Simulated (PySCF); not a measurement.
(E)-1,2,3,3,3-pentafluoropropene, C3HF5.
Numbering: `[F:1]/[CH:2]=[C:3](/[F:4])[C:5]([F:6])([F:7])[F:8]` (hydrogens: H9 on C2)

Computed with core-valence-separated Tamm–Dancoff BHandHLYP/aug-pcX-1 (pcseg-1 on H) in PySCF, non-relativistic, gas phase, PBE0-D3(BJ)/def2-SVP geometry. Absolute energies from this functional tend to lie a few eV below measured edges; no shift was applied.

Q: List the carbon K-edge absorption lines.

A: 
| E (eV) | f | core hole on | main final orbital | polarisation |
| --- | --- | --- | --- | --- |
| 284.84 | 0.0683 | C2 | LUMO (85 %) | normal to the local trigonal plane |
| 285.13 | 0.0616 | C3 | LUMO (90 %) | normal to the local trigonal plane |
| 287.60 | 0.0286 | C3 | spread | in the local trigonal plane |
| 287.70 | 0.0591 | C2 | LUMO+1 (36 %) | in the local trigonal plane |
| 289.13 | 0.0168 | C2 | LUMO+1 (31 %) | in the local trigonal plane |
| 289.67 | 0.0035 | C3 | LUMO+1 (55 %) | in the local trigonal plane |
| 290.19 | 0.0040 | C2 | spread | in the local trigonal plane |
| 290.59 | 0.0021 | C3 | LUMO+3 (58 %) | in the local trigonal plane |
| 290.60 | 0.0057 | C2 | LUMO+4 (75 %) | normal to the local trigonal plane |
| 290.84 | 0.0034 | C3 | LUMO+4 (92 %) | normal to the local trigonal plane |
| 291.19 | 0.0063 | C3 | LUMO+2 (30 %) | in the local trigonal plane |
| 291.25 | 0.0089 | C2 | spread | in the local trigonal plane |
| 291.38 | 0.0138 | C3 | spread | in the local trigonal plane |
| 291.58 | 0.0013 | C2 | LUMO+3 (58 %) | in the local trigonal plane |
| 291.84 | 0.0014 | C3 | LUMO+6 (80 %) | in the local trigonal plane |

The first line with a tenth or more of the strongest one's intensity is at 284.84 eV (f = 0.068), with the hole on C2 (vinylic C–F carbon), polarised normal to the local trigonal plane: a 1s→π* resonance. It is also the strongest listed.

Q: What does the F 1s absorption edge look like?

A: 
```tsv
E (eV)	f	core hole on	main final orbital
685.98	0.0108	F1	LUMO (94 %)
685.98	0.0331	F4	LUMO+2 (33 %)
686.24	0.0283	F1	spread
686.27	0.0071	F4	LUMO (94 %)
686.38	0.0246	F8	LUMO (66 %)
686.49	0.0240	F6	LUMO (63 %)
687.23	0.0234	F7	LUMO (32 %)
687.45	0.0114	F7	LUMO (61 %)
688.06	0.0064	F4	LUMO+2 (42 %)
688.09	0.0031	F6	LUMO+2 (32 %)
688.14	0.0102	F1	LUMO+1 (75 %)
688.14	0.0010	F8	LUMO+3 (47 %)
688.33	0.0118	F6	LUMO+3 (31 %)
688.37	0.0094	F8	spread
688.43	0.0109	F7	LUMO+3 (64 %)
689.02	0.0182	F7/F8	spread (2 roots, f summed)
689.04	0.0055	F4	LUMO+3 (52 %)
689.05	0.0028	F1	LUMO+3 (55 %)
689.05	0.0102	F6	LUMO+2 (37 %)
689.27	0.0221	F6/F8	LUMO+1 (2 roots, f summed)
```

The first line with a tenth or more of the strongest one's intensity is at 685.98 eV (f = 0.011), with the hole on F1 (vinyl fluorine). The strongest listed is at 685.98 eV (f = 0.033; F4).

Roots within 0.03 eV whose holes lie on the same, on equivalent or on shared atoms are summed into one line, and the highest roots are left out, as the search may have cut off their partners. Final orbitals are the ground state's empty Kohn–Sham orbitals. A dash: too weak, shared between unlike atoms, or no plane or axis to refer to.

Q: What length of transition dipole belongs to the line at 291.38 eV?

A: From f = (2/3) ΔE |μ|² in atomic units, with ΔE = 10.708 Eh and f = 0.0138: |μ| = 0.044 au = 0.11 D.

The ionisation thresholds weren't computed; near and above them a finite basis only mimics Rydberg series and continuum.

Hardware: one thread, Arm Neoverse V2 (aarch64), shared host with 192 logical CPUs at a one-minute load of 33. Cost: 20 s, 1.0 GiB resident at most.

Shape of the structure used: `[F:1]/[CH:2]=[C:3](/[F:4])[C:5]([F:6])([F:7])[F:8]`: C2–C3–C5–F6 128°.
